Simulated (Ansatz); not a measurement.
C7H10F2OTi (`CC[C@@]12[C@H]3[C@H]4[C@H]5[C@@H]1[Ti]4532([OH])([F])[F]`), relaxed with RKS PBE0-D4/def2-TZVP in the Gaussian-basis code of Ansatz from a GFN2-xTB geometry. The force threshold is 0.005 eV/Å; the program also tests the step.

The species carries charge 0 and has multiplicity 1.

Start:

```xyz
21

C     1.379   -1.608    1.273
C     0.348   -2.029    0.219
C    -0.375   -0.835   -0.335
C    -1.472   -0.173    0.265
C    -1.872    0.887   -0.585
C    -1.017    0.886   -1.711
C    -0.091   -0.174   -1.553
Ti    0.258    1.376    0.149
O    -0.009    3.052   -0.098
F     1.942    1.275   -0.244
F     0.289    1.330    1.880
H     0.884   -1.108    2.107
H     2.109   -0.923    0.833
H     1.909   -2.478    1.656
H     0.856   -2.557   -0.594
H    -0.373   -2.715    0.674
H    -1.995   -0.500    1.157
H    -2.757    1.500   -0.462
H    -1.135    1.500   -2.595
H     0.631   -0.499   -2.293
H     0.490    3.793    0.258
```

```json
{"step": "1", "energy (eV)": "-38008.6392", "largest force (eV/Å)": "2.890", "largest move (Å)": "0.000"}
{"step": "2", "energy (eV)": "-38009.0034", "largest force (eV/Å)": "1.064", "largest move (Å)": "0.175"}
{"step": "3", "energy (eV)": "-38009.0742", "largest force (eV/Å)": "0.429", "largest move (Å)": "0.055"}
{"step": "4", "energy (eV)": "-38009.0890", "largest force (eV/Å)": "0.119", "largest move (Å)": "0.051"}
{"step": "5", "energy (eV)": "-38009.0914", "largest force (eV/Å)": "0.124", "largest move (Å)": "0.035"}
{"step": "6", "energy (eV)": "-38009.0977", "largest force (eV/Å)": "0.103", "largest move (Å)": "0.032"}
{"step": "7", "energy (eV)": "-38009.1026", "largest force (eV/Å)": "0.352", "largest move (Å)": "0.098"}
{"step": "8", "energy (eV)": "-38009.1047", "largest force (eV/Å)": "0.174", "largest move (Å)": "0.037"}
{"step": "9", "energy (eV)": "-38009.1064", "largest force (eV/Å)": "0.075", "largest move (Å)": "0.045"}
{"step": "10", "energy (eV)": "-38009.1075", "largest force (eV/Å)": "0.087", "largest move (Å)": "0.037"}
{"step": "11", "energy (eV)": "-38009.1084", "largest force (eV/Å)": "0.191", "largest move (Å)": "0.153"}
{"step": "13", "energy (eV)": "-38009.1128", "largest force (eV/Å)": "0.041", "largest move (Å)": "0.039"}
{"step": "15 (rejected)", "energy (eV)": "-38009.1116", "largest force (eV/Å)": "0.354", "largest move (Å)": "0.196"}
{"step": "17", "energy (eV)": "-38009.1181", "largest force (eV/Å)": "0.017", "largest move (Å)": "0.048"}
{"step": "19 (rejected)", "energy (eV)": "-38009.1194", "largest force (eV/Å)": "0.253", "largest move (Å)": "0.147"}
{"step": "21", "energy (eV)": "-38009.1252", "largest force (eV/Å)": "0.036", "largest move (Å)": "0.072"}
{"step": "23", "energy (eV)": "-38009.1280", "largest force (eV/Å)": "0.097", "largest move (Å)": "0.020"}
{"step": "25", "energy (eV)": "-38009.1311", "largest force (eV/Å)": "0.188", "largest move (Å)": "0.167"}
{"step": "27", "energy (eV)": "-38009.1351", "largest force (eV/Å)": "0.025", "largest move (Å)": "0.054"}
{"step": "29 (rejected)", "energy (eV)": "-38009.0742", "largest force (eV/Å)": "0.722", "largest move (Å)": "0.092"}
{"step": "31", "energy (eV)": "-38009.1374", "largest force (eV/Å)": "0.044", "largest move (Å)": "0.098"}
{"step": "33", "energy (eV)": "-38009.1385", "largest force (eV/Å)": "0.040", "largest move (Å)": "0.010"}
{"step": "35", "energy (eV)": "-38009.1391", "largest force (eV/Å)": "0.012", "largest move (Å)": "0.044"}
{"step": "37", "energy (eV)": "-38009.1392", "largest force (eV/Å)": "0.008", "largest move (Å)": "0.006"}
{"step": "38", "energy (eV)": "-38009.1392", "largest force (eV/Å)": "0.004", "largest move (Å)": "0.006"}
```

End:

```xyz
21

C     0.938   -1.974    1.557
C     0.713   -1.848    0.060
C    -0.246   -0.771   -0.333
C    -1.228   -0.154    0.475
C    -1.884    0.836   -0.289
C    -1.318    0.834   -1.579
C    -0.306   -0.144   -1.603
Ti    0.354    1.509   -0.050
O     0.064    3.142   -0.798
F     2.046    1.090   -0.428
F     0.427    1.803    1.706
H     0.015   -2.231    2.082
H     1.317   -1.041    1.982
H     1.665   -2.759    1.770
H     1.665   -1.665   -0.446
H     0.338   -2.799   -0.336
H    -1.401   -0.355    1.521
H    -2.645    1.514    0.070
H    -1.558    1.521   -2.376
H     0.362   -0.346   -2.428
H     0.684    3.838   -0.556
```

Hardware: 4 threads of an AMD EPYC 7R13 on a shared host and a share of an NVIDIA H100 80 GB. Wall time 2.1 min, peak host memory 1.1 GiB.
